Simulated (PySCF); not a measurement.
Input of a run (PBE0-D3(BJ)/def2-SVP geometry optimisation, gas phase (PySCF 2.14.0)), started from GFN2-xTB:
```
{"job": {"xc": "PBE0", "basis": "def2-SVP", "d3": "d3bj", "grid": 1, "shake": 0.01, "kind": "geom"}, "charge": 0, "multiplicity": 1}
C      2.734280     0.529090     0.622450
C      1.774230    -0.221790    -0.303150
P      0.137600    -0.543330     0.525510
S      0.332850    -1.511610     2.202110
C     -0.800320    -1.433980    -0.793660
C     -2.228110    -1.694550    -0.333290
C     -0.648550     1.101000     0.754830
C     -0.817880     1.957890    -0.499630
H      2.763170     0.064170     1.606370
H      2.357060     1.569890     0.781400
H      3.707690     0.596650     0.207170
H      1.624520     0.306180    -1.239120
H      2.170530    -1.194540    -0.529850
H     -0.787180    -0.857450    -1.708350
H     -0.270680    -2.382350    -0.939570
H     -2.803200    -0.764530    -0.272600
H     -2.718900    -2.368060    -1.022530
H     -2.223320    -2.149790     0.664470
H     -0.061260     1.618710     1.508860
H     -1.648180     0.888370     1.226470
H     -1.352830     2.883740    -0.247210
H      0.135880     2.180110    -0.947180
H     -1.429720     1.449730    -1.260690
```

Output (energies in Eh, forces in Eh/bohr):
```
step   0  E = -976.31666510  max force = 0.037958
step   1  E = -976.32128853  max force = 0.007281
step   2  E = -976.32200492  max force = 0.002171
step   3  E = -976.32217867  max force = 0.000966
step   4  E = -976.32227076  max force = 0.000919
step   5  E = -976.32234340  max force = 0.000844
step   6  E = -976.32237592  max force = 0.000449
step   7  E = -976.32238126  max force = 0.000190
optimisation converged
```

Problem. Summarise the run.

Solution. The energy falls by 15.0 kJ/mol over 8 energy and gradient evaluations, the largest force component goes from 0.0380 to 1.9e-04 Eh/bohr, and the atoms move by 0.054 Å rms after alignment. The bond that changes most is C1–H11 (methyl carbon to methyl hydrogen), which lengthens by 0.040 Å. Bonds longer at the end by more than 0.005 Å: 11 of 22; shorter: 6. Among the angles that change most is H21–C8–H22, from 110.7° to 107.2°. The energy never rose by more than 1e-6 Eh on the way. The first step brought 81 % of the lowering.

Problem. What are the final bond lengths?

Solution. C1–C2 1.520 Å, C2–P3 1.834 Å, P3=S4 1.956 Å, P3–C5 1.833 Å, C5–C6 1.520 Å, P3–C7 1.835 Å, C7–C8 1.520 Å, C1–H9 1.100 Å, C1–H10 1.101 Å, C1–H11 1.100 Å, C2–H12 1.103 Å, C2–H13 1.102 Å, C5–H14 1.103 Å, C5–H15 1.102 Å, C6–H16 1.101 Å, C6–H17 1.100 Å, C6–H18 1.100 Å, C7–H19 1.102 Å, C7–H20 1.102 Å, C8–H21 1.101 Å, C8–H22 1.101 Å, C8–H23 1.101 Å. Numbering counts from 1 in the input's order; the species is `CCP(=S)(CC)CC`.

The run used 195 basis functions and 52 SCF cycles in all. Time: 3.5 min wall; peak memory 0.92 GiB. Hardware: Intel Xeon Platinum 8259CL at 2.50 GHz, one thread, shared host with 96 logical CPUs at a one-minute load of 58.

Not checked by PBE0-D3(BJ)/def2-SVP frequencies. The numbers are those of one conformer.

Conformer computed: `[CH3:1][CH2:2][P:3](=[S:4])([CH2:5][CH3:6])[CH2:7][CH3:8]`: C1–C2–P3–S4 -57°, C2–P3–C5–C6 -178°, C2–P3–C7–C8 56°.
